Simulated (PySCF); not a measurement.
Unknown compound

An unknown has the formula C$_{6}$H$_{11}$B. Its calculated NMR data are:

1H NMR (400 MHz, computed): δ 7.42 (br, 2H), 6.97 (qd, J = 9.1, 1.1 Hz, 1H), 6.36 (d of sept, J = 2.2, 1.1 Hz, 1H), 5.49 (oct of d, J = 1.6, 1.1 Hz, 1H), 2.41 (dt, J = 9.1, 1.2 Hz, 3H), 1.90 (t, J = 1.5 Hz, 3H).

13C{1H} NMR (computed): δ 164.9 (CH), 151.3 (C), 150.5 (C), 124.4 (CH2), 22.7 (CH3), 21.7 (CH3).

- J: B3LYP/pcJ-1 (spin–dipole term only in couplings to heteroatoms)
- PBE0/pcSseg-1 with gauge-including orbitals
- coordinates at the PBE0-D3(BJ)/def2-SVP level
- code: PySCF 2.14
- rapidly exchanging positions averaged, non-relativistic, one conformer, gas phase

Chemical shifts δ = σref − σ; 1H (σ = 31.27 ppm), 13C (σ = 184.41 ppm) against TMS, all at this level.

Propose a structure and justify it.

Results:


1. 6 carbon signals for 6 carbons: no two carbons are equivalent.
2. Carbon types of the structure: 2 × C, 1 × CH, 1 × CH2, 2 × CH3, leaving 2 H on heteroatoms.
3. δC 164.9: alkene CH; an sp2 carbon of a C=C bond.
4. δC 151.3, 150.5: fully substituted alkene carbon; the olefinic region.
5. δC 124.4: terminal =CH2 carbon; an sp2 carbon of a C=C bond.
6. δC 22.7, 21.7: allylic methyl carbon; aliphatic region, no heteroatom directly attached.
7. δH 6.97: hydrogen on an alkene CH; olefinic region.
8. δH 6.36, 5.49: hydrogen on a terminal =CH2 carbon; olefinic region.
9. δH 2.41, 1.90: hydrogen on an allylic methyl carbon; allylic position.
10. The protons at 6.97 and 2.41 share a coupling of 9.1 Hz (vicinal).

Structure: SMILES B/C(=C\C)C(=C)C.

The data come from this structure; uniqueness wasn't tested.

Hydrogens on boron are broadened and split by 11B (spin 3/2, 80 %) and 10B (spin 3). A carbon bonded to boron is broadened by the quadrupolar boron nucleus and is often missing from a measured spectrum. Splittings below 1 Hz are ignored in the labels, and close J values are merged. Unscaled 3J(H,H) at this level run about 10 % above measured values. Shifts are as computed. Against solution values, carbons near 30 ppm lie about +2 ppm off and those near 130 ppm about +5 ppm. Of 1309 compounds with measured shifts, 239 miss one by over three times the rms of a fit or turn the order of signals round; such compounds aren't used in these exercises.
